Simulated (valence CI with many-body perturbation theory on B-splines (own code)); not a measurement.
## Mg VIII: what the settings do

Computed by relativistic CI+MBPT: three valence electrons over a frozen Dirac-Fock core [He], a basis of 6 s, 6 p, 5 d, 3 f, 1 g functions for each j, with the one-electron correlation potential Σ1, the two-electron term Σ2, the three-electron term Σ3, Breit, model QED; selected CI, second order for the rest, scaled by the run's own slope (own B-spline code, finite nucleus).

No measured spectrum was set against this ion. As an estimate, levels hold to about 100 cm⁻¹ or 0.05 % of their energy and the worst to 300 or 400 cm⁻¹, as in measured light ions of charge 2 to 7.

The reference run has the lowest level 2s2.2p 2P°_1/2 and an ionisation energy of 265.864 eV. Its largest variational space holds 4300 state functions.

```tsv
Level	Reference (cm⁻¹)	Shift (cm⁻¹)
2s2.2p 2P°_3/2	3299	+271
2s.2p2 4P_1/2	129655	-77
2s.2p2 4P_3/2	130798	+12
2s.2p2 4P_5/2	132465	+314
2s.2p2 2D_5/2	232481	+217
2s.2p2 2D_3/2	232518	+150
2s.2p2 2S_1/2	298787	-18
2s.2p2 2P_1/2	319110	-31
2s.2p2 2P_3/2	321106	+220
2p3 4S°_3/2	413466	+71
2p3 2D°_5/2	465911	+226
2p3 2D°_3/2	466000	+20
```

The ionisation energy moves by +0.065 eV.

(1) Which of these changes was made?
A. Breit term on → off
B. highest l in the core sums 6 → 2
C. highest l in the core sums 6 → 7
D. natural orbitals for correlation on → off

Answers

(1) A. Breit term on → off.
